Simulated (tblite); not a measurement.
C3H8BrFSi.
Numbering: `[CH3:1][C@:2]([F:3])([Br:4])[CH2:5][SiH3:6]` (hydrogens: H7, H8, H9 on C1; H10, H11 on C5; H12, H13, H14 on Si6)

Computed with GFN2-xTB (tblite), gas phase: L-BFGS steps from a force-field or distance-geometry start until the largest atomic force falls under 0.01 eV/Å.

Geometry at step 4:
```
atom  x, y, z in Å
C1     -1.5545    0.7084    0.2507
C2     -0.7393   -0.1464   -0.6994
F3     -0.3318    0.6222   -1.7550
Br4    -2.0020   -1.5056   -1.5072
C5      0.4374   -0.8957   -0.1248
Si6     1.8758    0.2009    0.5139
H7     -1.8987    0.1115    1.0900
H8     -2.4236    1.1290   -0.2553
H9     -0.9466    1.5326    0.6160
H10     0.0817   -1.5417    0.6782
H11     0.8482   -1.5520   -0.8980
H12     1.3548    1.0405    1.5839
H13     2.4024    0.9971   -0.5814
H14     2.8956   -0.7012    1.0314
```

Task: What forces act on the atoms?

Result: 
```
atom  Fx (eV/Å)  Fy (eV/Å)  Fz (eV/Å)
  C1      0.071     -0.044     -0.001
  C2     -0.008     -0.032     -0.072
  F3     -0.012     -0.054      0.053
 Br4     -0.026      0.034     -0.038
  C5      0.041      0.050      0.068
 Si6     -0.136     -0.038     -0.074
  H7      0.018     -0.034      0.029
  H8      0.066     -0.056     -0.055
  H9      0.080      0.000      0.022
 H10     -0.041      0.005     -0.004
 H11     -0.076      0.052      0.013
 H12     -0.022      0.113      0.124
 H13      0.009      0.088     -0.092
 H14      0.038     -0.084      0.028
```

The largest, 0.17 eV/Å, acts on H12; the rms over all components is 0.058 eV/Å. The forces sum to zero within rounding, as they must for an isolated molecule in no field.

Task: Give the force on H12 in Eh/bohr and in nN.

Result: 0.169 eV/Å ÷ 51.422 = 0.00329 Eh/bohr, and 0.169 eV/Å × 1.602 = 0.27 nN.

Task: How far is this geometry from the end of the optimisation?

Result: 0.020 eV above it, and 0.168 Å rms away after alignment. The bonds farthest from their final lengths, with half the difference of the two atoms' forces along the bond (positive lengthens):

| bond | now (Å) | final (Å) | force along bond (eV/Å) |
| --- | --- | --- | --- |
| Si6–H12 | 1.456 | 1.466 | +0.10 |
| Si6–H13 | 1.453 | 1.459 | +0.07 |
| C2–Br4 | 2.023 | 2.018 | -0.02 |
| C2–C5 | 1.509 | 1.504 | +0.03 |
| C1–C2 | 1.516 | 1.512 | 0.00 |
| Si6–H14 | 1.457 | 1.461 | +0.09 |

The angle farthest from its final value is C2–C5–Si6, 115.3° against 113.5°.

The cost below is that of the whole relaxation. Hardware: one thread of an Arm Neoverse V1, on a shared host. Cost: 0.56 s.
